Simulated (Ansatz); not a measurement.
C6H5ClF2Hf, SMILES `[F][Hf]([F])([Cl])[c]1ccccc1` at its PBE0-D4/def2-TZVP geometry, where that method's forces vanish. Total charge 0; spin multiplicity 1. Hf: def2 effective core potential.

```xyz
15

F    -2.8769    2.2818    0.3697
Hf   -2.4440    0.5443    0.9904
F    -2.2417    0.5773    2.8745
Cl   -3.9380   -1.1084    0.2462
C    -0.4650    0.0829    0.1738
C    -0.2020   -1.0338   -0.6308
C     1.0712   -1.2811   -1.1217
C     2.1114   -0.4150   -0.8176
C     1.8786    0.6984   -0.0231
C     0.6039    0.9409    0.4650
H    -1.0000   -1.7262   -0.8825
H     1.2533   -2.1510   -1.7430
H     3.1070   -0.6080   -1.2011
H     2.6907    1.3762    0.2150
H     0.4515    1.8218    1.0853
```

Q: What forces (eV/Å) does PBE-D4/def2-TZVPP give on these atoms in Ansatz? (An estimate is asked.)

A: Ansatz gave: 
```
F1  -0.061  0.301 -0.118
Hf2 -0.034 -0.145 -0.091
F3   0.051  0.000  0.326
Cl4 -0.113 -0.130 -0.059
C5  -0.272  0.056  0.109
C6  -0.187 -0.143 -0.047
C7   0.046 -0.175 -0.126
C8   0.222 -0.043 -0.087
C9   0.177  0.134  0.044
C10 -0.057  0.184  0.135
H11 -0.178 -0.148 -0.053
H12  0.040 -0.195 -0.138
H13  0.219 -0.042 -0.084
H14  0.181  0.152  0.054
H15 -0.036  0.193  0.136
```
